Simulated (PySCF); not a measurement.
Continuum solvent and chemical shifts

Bonds (- single, = double, # triple, : aromatic): C1=C2, C2-C3, C3-F4, C3-C5, C5#N6, C3-C7, C7#N8. C1 carries H9, H10; C2 carries H11. H9 is cis to C3; H10 is trans to C3.

GIAO PBE0/pcSseg-1 in PySCF 2.14.0 with density-fitted response routines on one PBE0-D3(BJ)/def2-SVP conformer, non-relativistic, equivalent nuclei averaged. Solvents enter as an IEF-PCM continuum (cyclohexane with ε = 2.0, dichloromethane with ε = 8.9) around the gas-phase geometry. Shifts are referred to TMS, CFCl3 computed in the same medium.

In cyclohexane, δ in ppm: C2 135.3, C1 132.0, C5/C7 117.8, C3 76.4, F4 -186.1, H9 6.40, H10 6.27, H11 5.92. Dipole moment 4.29 D.

**Question.** How does each δ change in the more polar medium?

**Answer.** 
```json
{"atoms": "C2", "environment": "alkene CH", "Δδ, dichloromethane": "-0.4"}
{"atoms": "C1", "environment": "terminal =CH2 carbon", "Δδ, dichloromethane": "+2.1"}
{"atoms": "C5/C7", "environment": "nitrile carbon", "Δδ, dichloromethane": "+1.7"}
{"atoms": "C3", "environment": "allylic fully substituted sp3 carbon bonded to F", "Δδ, dichloromethane": "+1.1"}
{"atoms": "F4", "environment": "fluorine on an sp3 carbon", "Δδ, dichloromethane": "+0.2"}
{"atoms": "H9", "environment": "hydrogen on a terminal =CH2 carbon", "Δδ, dichloromethane": "+0.09"}
{"atoms": "H10", "environment": "hydrogen on a terminal =CH2 carbon", "Δδ, dichloromethane": "+0.18"}
{"atoms": "H11", "environment": "hydrogen on an alkene CH", "Δδ, dichloromethane": "+0.13"}
```

Changes are relative to cyclohexane. The dipole moment becomes 4.70 D in dichloromethane.

**Question.** Which nuclei move most (in ppm), and what does the model miss?

**Answer.** C1 (terminal =CH2 carbon, +2.1 ppm) in dichloromethane. A continuum only polarises the solute; specific hydrogen bonds, the anisotropy of aromatic solvents and changes of geometry or conformer are outside it.
